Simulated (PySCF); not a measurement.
29Si shifts, computed and measured

Computed: GIAO KT3/pcSseg-2, gas phase, PySCF SCF with an in-house response code, geometries PBE0-D3(BJ)/def2-SVP, one conformer, no vibrational averaging, against isolated TMS at the same level. Measured: against TMS, in the medium listed. The two scales can differ by a constant.

Spin-orbit coupling is left out, which matters for the heavier atoms here.

| compound (atom-mapped SMILES) | atom | computed / ppm | measured / ppm | medium |
| --- | --- | --- | --- | --- |
| [CH3:1][CH2:2][CH2:3][CH2:4][Se:5][Si:6]([CH3:7])([Cl:8])[Se:9][CH2:10][CH2:11][CH2:12][CH3:13] | Si6 | 62.1 | 20.3 | solution |
| [CH3:1][CH2:2][CH2:3][CH2:4][S:5][Si:6]([CH3:7])([Cl:8])[S:9][CH2:10][CH2:11][CH2:12][CH3:13] | Si6 | 42.7 | 30.2 | solution |
| [CH3:1][CH2:2][CH2:3][CH2:4][S:5][Si:6]([CH3:7])([CH3:8])[Si@@:9]([CH3:10])([Cl:11])[S:12][CH2:13][CH2:14][CH2:15][CH3:16] | Si9 | 29.0 | 23.1 | solution |

Give computed and measured shifts for these two.

| compound (atom-mapped SMILES) | atom |
| --- | --- |
| [CH3:1][CH2:2][CH2:3][CH2:4][Se:5][Si:6]([CH3:7])([CH3:8])[c:9]1[cH:10][cH:11][cH:12][cH:13][cH:14]1 | Si6 |
| [CH3:1][CH2:2][CH2:3][CH2:4][S:5][Si:6]([CH3:7])([CH3:8])[S:9][CH2:10][CH2:11][CH2:12][CH3:13] | Si6 |


```csv
compound (atom-mapped SMILES),atom,computed / ppm,measured / ppm,medium
[CH3:1][CH2:2][CH2:3][CH2:4][Se:5][Si:6]([CH3:7])([CH3:8])[c:9]1[cH:10][cH:11][cH:12][cH:13][cH:14]1,Si6,13.8,6.2,solution
[CH3:1][CH2:2][CH2:3][CH2:4][S:5][Si:6]([CH3:7])([CH3:8])[S:9][CH2:10][CH2:11][CH2:12][CH3:13],Si6,30.8,24.8,solution
```

How well does this level do over the whole set?

Computed less measured averages 14.8 ppm, and the scatter about that mean is 13.7 ppm (rms) over 5 compounds.

Measured values: U. Herzog, Habilitationsschrift, TU Bergakademie Freiberg, 2002/2003.
